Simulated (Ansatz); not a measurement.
Relaxation of BH7N2O (11 atoms, charge 0, multiplicity 1), to a largest force component of 0.03 eV/Å in at most 50 steps.

Theory: RHF/6-31G* in Ansatz.

```xyz
11
Properties=species:S:1:pos:R:3
B 0.135 0.642 -0.320
O -0.057 -0.394 2.085
H -0.984 -0.574 2.165
N 1.354 0.085 -0.742
H 1.411 -0.869 -1.016
H 2.239 0.470 -0.495
H -0.893 0.094 -0.563
N 0.071 1.986 0.325
H 0.855 2.598 0.246
H -0.788 2.490 0.270
H 0.011 0.575 2.087
```

Where does it end, and by what steps?

It converged. The force dipped under the threshold on the way, but the program's further checks kept it going. After 27 steps the energy has fallen by 0.276 eV; O2 moved furthest, 1.06 Å.

```
step  energy less start (eV)  largest force component (eV/Å)  accepted
   0                  0.0000                           1.666       yes
   1                 -0.1074                           1.489       yes
   2                 -0.1192                           1.809       yes
   3                 -0.2178                           0.457       yes
   4                 -0.2306                           0.742       yes
   5                 -0.2486                           0.296       yes
   6                 -0.2545                           0.192       yes
   7                 -0.2600                           0.257       yes
   8                 -0.2617                           0.151       yes
   9                 -0.2612                           0.243        no
  10                 -0.2644                           0.132       yes
  11                 -0.2678                           0.022       yes
  12                 -0.2539                           1.083        no
  13                 -0.2697                           0.124       yes
  14                 -0.2704                           0.262       yes
  15                 -0.2720                           0.120       yes
  16                 -0.2733                           0.009       yes
  17                 -0.2729                           0.154        no
  18                 -0.2740                           0.084       yes
  19                 -0.2739                           0.136        no
  20                 -0.2745                           0.027       yes
  21                 -0.2748                           0.055       yes
  22                 -0.2750                           0.090       yes
  23                 -0.2751                           0.033       yes
  24                 -0.2752                           0.059       yes
  25                 -0.2754                           0.063       yes
  26                 -0.2753                           0.149        no
  27                 -0.2756                           0.018       yes
```

```xyz
11
Properties=species:S:1:pos:R:3
B 0.180 0.750 -0.753
O -0.270 0.163 2.960
H -0.513 -0.741 2.815
N 1.398 0.061 -0.897
H 1.520 -0.663 -1.566
H 2.205 0.224 -0.336
H -0.736 0.460 -1.462
N -0.018 1.754 0.237
H 0.741 2.174 0.729
H -0.823 2.339 0.209
H -0.329 0.583 2.108
```

Run time: 37 s on 1 thread of Arm Neoverse V1, with other jobs on the host, peak memory 0.15 GiB.
